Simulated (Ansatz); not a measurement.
Consider the hydrogenolysis of a C–F bond: `[OH][Al]1[CH2][CH]1F` + H₂ → `[OH][Al]1[CH2][CH2]1` + H–F.

Isolated molecules relaxed with PBE0-D4/def2-TZVP in Ansatz; ΔE leaves out vibrations. CCSD(T)/CBS adds triple-zeta CCSD(T) − MP2 to the extrapolated MP2 energy (def2 sets, frozen cores). This one scheme is used for every species. Functionals use def2-TZVPP. B3LYP here is the variant with VWN-RPA as its local correlation; programs differ in this. HSE06 is defined as in plane-wave codes. Each species was taken in one conformer, which may not be the lowest.

```tsv
level	ΔE (kJ/mol)	difference from CCSD(T)/CBS
LDA (SPW92)	-92.7	22.5
PBE-D4	-94.6	20.6
revPBE-D4	-93.9	21.3
BLYP-D4	-89.8	25.4
r2SCAN-D4	-98.0	17.2
B97M-V	-100.3	14.9
PBE0-D4	-106.8	8.4
B3LYP-D4	-100.0	15.2
r2SCANh-D4	-102.3	12.9
r2SCAN0-D4	-108.1	7.1
HSE06-D4	-106.8	8.4
BHLYP-D4	-109.3	5.9
CAM-B3LYP-D4	-101.8	13.4
ωB97X-V	-102.4	12.8
ωB97M-V	-104.7	10.5
PBE-QIDH	-116.7	-1.5
PBE	-95.6	19.6
revPBE	-96.9	18.3
BLYP	-91.9	23.3
r2SCAN	-98.3	16.9
PBE0	-107.7	7.5
r2SCANh	-102.6	12.6
r2SCAN0	-108.4	6.8
BHLYP	-110.5	4.7
CAM-B3LYP	-102.7	12.5
LC-ωPBE	-110.1	5.1
HF/def2-SVP	-112.4	2.8
MP2/def2-SVP	-107.9	7.3
CCSD/def2-SVP	-105.8	9.4
HF/def2-TZVPP	-118.2	-3.0
MP2/def2-TZVPP	-120.9	-5.7
SCS-MP2/def2-TZVPP	-116.6	-1.4
CCSD/def2-TZVPP	-118.0	-2.8
CCSD(T)/def2-TZVPP	-114.4	0.8
HF/def2-QZVPP	-117.8	-2.6
MP2/def2-QZVPP	-121.2	-6.0
SCS-MP2/def2-QZVPP	-117.3	-2.1
HF/CBS(def2)	-117.7	-2.5
MP2/CBS(def2)	-121.6	-6.4
CCSD/CBS(def2)	-118.7	-3.5
CCSD(T)/CBS	-115.2	0
```

Largest T1 diagnostic among the species: 0.013.

From PBE to PBE0 (25 % exact exchange), in def2-TZVPP and without D4, ΔE moves by −12.0 kJ/mol. Leaving LDA and LC-ωPBE aside and taking each functional with its dispersion term where it has one, the values spread over 26.8 kJ/mol, from PBE-QIDH to BLYP-D4. At CCSD(T), def2-SVP lies +13.2 kJ/mol from the extrapolated value and def2-TZVPP +0.8 kJ/mol.
